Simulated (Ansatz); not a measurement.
**Pulling the pair apart**

The pair of Ag⁺ (SMILES [Ag+], atom 1) and Cl2 (SMILES ClCl, atoms 2–3), both closed shells, in one local arrangement (a lower one may exist), relaxed at PBE0-D4/def2-TZVP:

```
atom    x (Å)    y (Å)    z (Å)
 Ag1   0.0548  -0.0512  -1.9470
 Cl2  -0.6481   0.6063   1.4878
 Cl3   0.5934  -0.5550   0.4593
```

Cl2 is shifted rigidly along the line between the mean atom positions of the two fragments (negative: closer). Counterpoise interaction energies in kJ/mol. Program: Ansatz 0.2.0. Basis: def2-TZVPPD. Cores are frozen in the correlated methods. Filled d shells of the heavier atoms are correlated. Core potentials replace the inner electrons of the atoms past krypton. B3LYP uses VWN-RPA correlation.

| shift (Å) | PBE-D4 | r2SCAN-D4 | B3LYP-D4 |
| --- | --- | --- | --- |
| -0.25 | -85.7 | -83.3 | -64.9 |
| -0.13 | -95.2 | -92.2 | -78.5 |
| 0.00 | -96.7 | -92.9 | -82.9 |
| 0.13 | -93.6 | -89.1 | -81.9 |
| 0.30 | -85.8 | -80.0 | -76.2 |
| 0.63 | -67.6 | -60.3 | -59.7 |
| 1.26 | -39.4 | -30.9 | -31.4 |
| 2.52 | -18.7 | -9.8 | -8.2 |

Question: What does CCSD(T) give at these shifts? (An estimate is asked for; the value comes from the calculation.)

Answer: By the calculation: -38.8, -53.7, -59.2, -59.0, -54.0, -40.1, -19.4, -5.3 kJ/mol. For zero shift, CCSD(T) at an estimated basis limit (MP2 extrapolated from triple and quadruple zeta, plus CCSD(T) − MP2 in triple zeta) gives -76.3 kJ/mol. These are counterpoise interaction energies, counted from the two frozen fragments.

The T1 diagnostic stays at or below 0.012.

For scale, one of the runs: CCSD(T)/def2-TZVPPD, 158 basis functions, launched by `ansatz run in.yaml --threads 2 --pin off --events-out ev --progress --plain --max-ram 5222MiB`. The run took 13 s on 2 CPU threads of an Intel Xeon Platinum 8488C (shared host), with 0.92 GiB of host memory at its peak.
